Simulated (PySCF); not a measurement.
# Bonding in `CS[Si@@](N)(C#N)S[SiH2]C#N`

Compound: C3H7N3S2Si2.
Numbering: `[CH3:1][S:2][Si@@:3]([NH2:4])([C:5]#[N:6])[S:7][SiH2:8][C:9]#[N:10]` (hydrogens: H11, H12, H13 on C1; H14, H15 on N4; H16, H17 on Si8)

Structure used (GFN2-xTB), in Å, numbered top down from 1:
```
atom  x, y, z in Å
C1     3.258    0.373    0.151
S2     2.144    0.120    1.569
Si3    0.297    0.074    0.506
N4     0.108    1.528   -0.379
C5     0.322   -1.284   -0.779
N6     0.332   -2.161   -1.515
S7    -1.261   -0.450    1.930
Si8   -2.869   -1.132    0.686
C9    -2.934    0.127   -0.690
N10   -2.852    0.945   -1.489
H11    4.252    0.513    0.561
H12    2.952    1.254   -0.403
H13    3.238   -0.503   -0.488
H14    0.315    2.408    0.070
H15   -0.664    1.635   -1.022
H16   -4.062   -1.012    1.503
H17   -2.582   -2.422    0.079
```

Bond orders from the PBE0/pcSseg-1 density (PySCF). One conformer (not necessarily the lowest) at the GFN2-xTB geometry, without solvent, vibrations or thermal averaging.

Problem. How far do the computed orders between heavy atoms stray from the drawn ones?

Solution. The largest departure is 0.237, at Si3–C5 (drawn single, 0.763). Drawn single, order below 0.88: Si3–C5 (0.763) and Si8–C9 (0.799).

Problem. Set the Mayer orders of the bonds between heavy atoms beside their lengths.

Solution. 
| bond | drawn as | length (Å) | Mayer order |
| --- | --- | --- | --- |
| C1–S2 | single | 1.821 | 0.989 |
| S2–Si3 | single | 2.131 | 1.055 |
| Si3–N4 | single | 1.713 | 1.119 |
| Si3–C5 | single | 1.870 | 0.763 |
| C5–N6 | triple | 1.145 | 2.900 |
| Si3–S7 | single | 2.175 | 0.911 |
| S7–Si8 | single | 2.145 | 0.970 |
| Si8–C9 | single | 1.866 | 0.799 |
| C9–N10 | triple | 1.146 | 2.867 |

Bonds between the same two heavy elements. S–Si: lowest Si3–S7 (0.911, 2.175 Å), highest S2–Si3 (1.055, 2.131 Å). C–Si: lowest Si3–C5 (0.763, 1.870 Å), highest Si8–C9 (0.799, 1.866 Å). C–N: lowest C9–N10 (2.867, 1.146 Å), highest C5–N6 (2.900, 1.145 Å).

Problem. And the bonds to hydrogen?

Solution. C–H: 0.94 to 0.95 (3 bonds); H–N: 0.92 to 0.94 (2 bonds); H–Si: 0.93 to 0.95 (2 bonds).

Problem. Sum the orders of all bonds at each heavy atom with more than one neighbour and set the sums beside the valence in the SMILES.

Solution. C1 3.828 (drawn 4), S2 2.044 (drawn 2), Si3 3.848 (drawn 4), N4 2.975 (drawn 3), C5 3.663 (drawn 4), S7 1.881 (drawn 2), Si8 3.647 (drawn 4), C9 3.666 (drawn 4). Orders between atoms that aren't bonded are not in these sums.

The Mayer order sums products of elements of PS (density times overlap matrix) between the two atoms' basis functions, so it depends on the basis set.

The run behind these numbers computed NMR shieldings as well. Hardware: an Arm Neoverse V2 with one thread, no GPU, shared host with 32 logical CPUs at a one-minute load of 22. Cost: 54 s wall, 1.1 GiB resident at most.
